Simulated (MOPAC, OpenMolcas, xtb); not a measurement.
# A ladder of methods for SnH2ClO (SMILES [OH][SnH][Cl])

SnH2ClO: 5 atoms, total charge 0, spin state doublet. SMILES: `[OH][SnH][Cl]`. The coordinates come from a PBE0-D4/def2-TZVP relaxation. This is one conformer, not always the lowest.

```xyz
5

O    -1.2836    0.0697   -0.5373
Sn    0.6787    0.1188   -0.4757
Cl    1.2633   -1.2377    1.3556
H    -1.6533   -0.7905   -0.3182
H     1.0447    1.7662   -0.0658
```

Quantity: the dipole moment, in D. The values are calculated.

| level | kind | program | value (D) | CPU time |
| --- | --- | --- | --- | --- |
| AM1 | semi-empirical | MOPAC | 4.05 | under 2 s |
| PM6 | semi-empirical | MOPAC | 2.84 | under 2 s |
| GFN0-xTB | semi-empirical | xtb | 2.05 | under 2 s |
| GFN1-xTB | semi-empirical | xtb | 2.47 | under 2 s |
| UHF/STO-3G | Hartree–Fock | OpenMolcas | 3.35 | 3.3 s |
| UHF/3-21G | Hartree–Fock | OpenMolcas | 3.19 | 4 s |
| UHF/ANO-RCC-VDZ (DKH2, RICD fitting) | Hartree–Fock | OpenMolcas | 3.32 | 7.1 s |
| UHF/def2-SVP (core potential) | Hartree–Fock | OpenMolcas | 2.24 | 5.7 s |
| USVWN5/STO-3G | LDA | OpenMolcas | 2.44 | 8.8 s |
| UBP86/3-21G | GGA | OpenMolcas | 2.13 | 15 s |

All-electron rows without a relativistic Hamiltonian named are non-relativistic, while core potentials hold scalar relativity, so basis and relativity change together. The values span 2.05 to 4.05 D. Sets without polarisation functions give poor dipoles. CPU times are rough (shared hosts, several kinds of processor): they show what a rung costs within a factor of a few.
